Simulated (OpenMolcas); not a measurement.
Os6+ among 6 point charges of -1.5 e arranged as a tetragonal octahedron (D4h), 1.81 Å from the ion, with the axial distance 1.683 Å.
```
   1.8100    0.0000    0.0000  -1.50
   0.0000    1.8100    0.0000  -1.50
  -1.8100    0.0000    0.0000  -1.50
   0.0000   -1.8100    0.0000  -1.50
   0.0000    0.0000    1.6833  -1.50
   0.0000    0.0000   -1.6833  -1.50
```

```
Program             : OpenMolcas 26.06
Method              : SS-CASPT2, IPEA 0.25 Eh, imaginary shift 0.1 Eh (closed shells correlated: 5s 5p)
Basis               : ANO-RCC-VDZP [7s6p4d2f1g]
Scalar Hamiltonian  : DKH2, point nucleus
Active space        : 2 electrons in 5 orbitals (5d)
State averaging     : 2S+1 = 3 even, 10 roots; 2S+1 = 1 even, 15 roots
Spin-orbit coupling : state interaction with AMFI integrals over the reference wave functions
```

What is the spin-free ground state (labels of D4, the rotations of D4h)?

3E, 2-fold in its orbital part, 95 % from free-ion F terms; it has the highest spin that d2 allows.

Where is the first state of the same spin?

3A2 at 1840 cm-1 above the ground state.

What are the lowest two levels with spin-orbit coupling?

A 1-fold level B1, then a 1-fold level A1 670 cm-1 above it. Their leading multiplicities are 3 (93 %) and 3 (90 %).

What is χT at 300 K, and how does it compare with the textbook value?

The lowest level has 2S+1 = 3, for which the spin-only value is χT = S(S+1) / 2 = 1.000 cm3 K/mol (g = 2). The computed 0.058 at 300 K differs by -0.942, through orbital momentum, spin-orbit coupling and any other state in reach.

An orbital doublet at a regular site is open to a Jahn-Teller distortion, which this geometry leaves out. Free-ion shares, where given, are those of the reference states; single-state CASPT2 does not remix them. Point charges carry no covalency, so the field is a model and not that of real ligands. No measured value stands beside these numbers.
